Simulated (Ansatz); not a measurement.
Consider the substitution at a C–O bond: `C[O][Ti]([F])([F])[F]` + `[SeH][InH2]` → `C[Se][InH2]` + `[OH][Ti]([F])([F])[F]`.

Calculated with Ansatz (gas phase, PBE0-D4/def2-TZVP geometries, no zero-point term in ΔE). CCSD(T)/CBS is the MP2 limit (def2-TZVPP, def2-QZVPP) plus CCSD(T) − MP2 in def2-TZVPP, frozen cores. Functionals use def2-TZVPP. def2 core potentials past Kr. For In, Se, Ti outer-core shells are correlated without core-valence functions, which leaves a few kJ/mol of doubt a bond. Scalar relativity is left out up to krypton. One conformer a species, not always the lowest.

CCSD(T)/CBS gives -25.1 kJ/mol.

Task: Another level gave -21.0 kJ/mol. Which?
A. LDA (SPW92)/def2-TZVPP
B. revPBE-D4/def2-TZVPP
C. HF/def2-TZVPP
D. r2SCAN0/def2-TZVPP

Result: D. r2SCAN0 -21.0, LDA (SPW92) -16.6, revPBE-D4 -25.0, HF/def2-TZVPP -8.0 kJ/mol.

Largest T1 diagnostic among the species: 0.023, so the coupled-cluster value is less sure than usual.

In def2-TZVPP, CCSD(T) changes the Hartree–Fock value by −12.9 kJ/mol (the triples alone add −0.5 kJ/mol) and MP2 by −18.8 kJ/mol. The D4 term adds −3.4 kJ/mol with B3LYP and −1.6 kJ/mol with PBE0; it sums over pairs of atoms, weighted by their polarisabilities, and B3LYP, whose exchange is more repulsive, gets the larger term.

CCSD(T)/CBS has its own doubt, a few kJ/mol and more with outer-core shells, so smaller differences from it don't rank the levels.

B3LYP here is the variant with VWN-RPA as its local correlation; programs differ in this.
